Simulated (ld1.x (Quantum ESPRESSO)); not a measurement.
**u(r) = r·R(r): atom against pseudo-atom (silicon)**

Columns: radius, all-electron u(r) and pseudo u(r) of the 3p shell (level -4.05 eV) of silicon in the configuration [Ne] 3s2 3p2; Wu–Cohen, scalar-relativistic, TM scheme, ld1.x (Quantum ESPRESSO) 7.5.

```tsv
r (bohr)	all-electron	pseudo
0.072	0.0636	-0.0040
0.145	0.1604	-0.0160
0.217	0.2282	-0.0345
0.290	0.2584	-0.0583
0.362	0.2547	-0.0847
0.435	0.2254	-0.1123
0.507	0.1792	-0.1385
0.580	0.1215	-0.1630
0.652	0.0588	-0.1849
0.725	-0.0073	-0.2055
0.798	-0.0732	-0.2254
0.870	-0.1362	-0.2461
0.942	-0.1962	-0.2692
1.015	-0.2531	-0.2964
1.088	-0.3058	-0.3277
1.160	-0.3535	-0.3624
1.232	-0.3968	-0.3993
1.305	-0.4363	-0.4367
1.378	-0.4715	-0.4715
1.450	-0.5021	-0.5021
1.522	-0.5287	-0.5287
1.595	-0.5518	-0.5518
1.668	-0.5712	-0.5712
1.740	-0.5869	-0.5869
1.812	-0.5996	-0.5996
1.885	-0.6095	-0.6095
```

Question: How many radial nodes do the two functions have?

Answer: The all-electron 3p function has n − l − 1 = 1; the pseudo-wave has 0, since the states of the same l below it are removed with the core.

Question: At about which radius was the pseudo-wave matched?

Answer: 1.45 bohr. The columns agree to 0.0005 from 1.30 bohr on; several derivatives are matched, so the curves merge somewhat inside the radius.

Question: Is the pseudo-wave norm-conserving?

Answer: Yes: the TM scheme keeps the norm inside the radius equal to the all-electron one, which fixes the energy derivative of the logarithmic derivative at the level.
